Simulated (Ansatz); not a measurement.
Coupled-cluster diagnostics for W₂N₂, Ansatz.

Geometry of the singlet (PBE-D4/def2-TZVP):

```xyz
4

W     0.735   -1.082    0.896
W     0.671   -0.141   -1.055
N    -0.791    0.099    0.477
N    -0.615    1.124   -0.318
```

In the def2 sets W takes a core potential; there is no spin–orbit coupling. Correlated methods freeze 2 core orbitals; core or outer-core shells of W are correlated, in sets that lack core-valence functions. Another isomer (triplet) lies 1.26 eV lower at PBE0-D4/def2-TZVP; other spin states weren't run for this one.

(1) Estimate the CCSD(T) correlation energy, the shares of MP2 and (T), T1 and the reference's ⟨S²⟩ for: charge 0, singlet, own geometry in def2-TZVPP; and the rough time on 2 threads of Arm Neoverse V1 on a shared host.

## Answers

(1) 
```
                          state       basis  correlation (eV)  MP2 share (%)  (T) share (%)     T1  ⟨S²⟩ (pure)  wall time                            remarks
charge 0, singlet, own geometry  def2-TZVPP           -39.490          103.8            7.9  0.111  0.00 (0.00)    4.8 min  large T1, restricted SCF unstable
```
Customary marks for T1 are 0.02 (closed shells), 0.045 (open shells) and about 0.05 (3d metals). T1 exceeds 0.02 in 1 of 1 rows and 0.045 in 1; the higher it lies, the less the single-reference result can be trusted.
